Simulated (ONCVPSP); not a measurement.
# How hard is this bromine (Br) ONCV potential?

* Element: Br
* Generator: ONCVPSP 4.0.1
* Type: optimised norm-conserving Vanderbilt (ONCV)
* Functional: PBEsol
* Relativity: fully relativistic
* Frozen core: [Ar]
* Valence charge: 17
* Reference configuration: 3d10 4s2 4p4 (charge +1)
* Partial waves: 4s: rc 1.10 bohr, ncon 3, nbas 7, qcut 4.6 1/bohr, 2 projectors, debl 1.5 Ha; 4p: rc 1.50 bohr, ncon 5, nbas 8, qcut 6 1/bohr, 2 projectors, debl 0.9 Ha; 3d: rc 0.70 bohr, ncon 4, nbas 9, qcut 19.4 1/bohr, 1 projector
* Local potential: polynomial inside 0.65 bohr (lpopt 5, dvloc0 1 Ha)
* Core correction: Teter function, fcfact 3.5, rcfact 1

Open shells are filled in proportion to 2j + 1.

Task: For each optimised wave give the share of its norm inside rc, the residual kinetic energy above qcut (Ha) and the cutoffs (Ha) for errors of 10, 1, 0.1 and 0.01 mHa per electron.

Result:

```
               wave  norm inside rc  residual KE  10 mHa  1 mHa  0.1 mHa  0.01 mHa
                 4s           0.156      8.8e-03     9.9  113.0    140.6     245.0
      s projector 2           0.057      6.7e-03     9.8   37.4    178.8     208.3
           4p j=3/2           0.280      4.1e-04     4.4   12.7     71.7      87.6
p projector 2 j=3/2           0.107      2.4e-03    11.1   22.7     92.3     114.4
           4p j=1/2           0.297      2.2e-04     5.2   13.2     60.4      85.0
p projector 2 j=1/2           0.109      1.8e-03     4.2   26.8     95.8     114.1
           3d j=5/2           0.714      2.1e-04   151.0  173.7    289.3     635.5
           3d j=3/2           0.719      2.2e-04   151.3  173.9    296.4     637.0
```

The occupied waves need 174 Ha and 296 Ha for 1 and 0.1 mHa. Note: ghosts flagged at negative energy: s at -213.2 eV, p3/2 at -132.7 eV; GHOST(+) flagged for p1/2 at 26.5 eV, p3/2 at 101.2 eV. A true bound ghost makes a file unfit for plane-wave use.
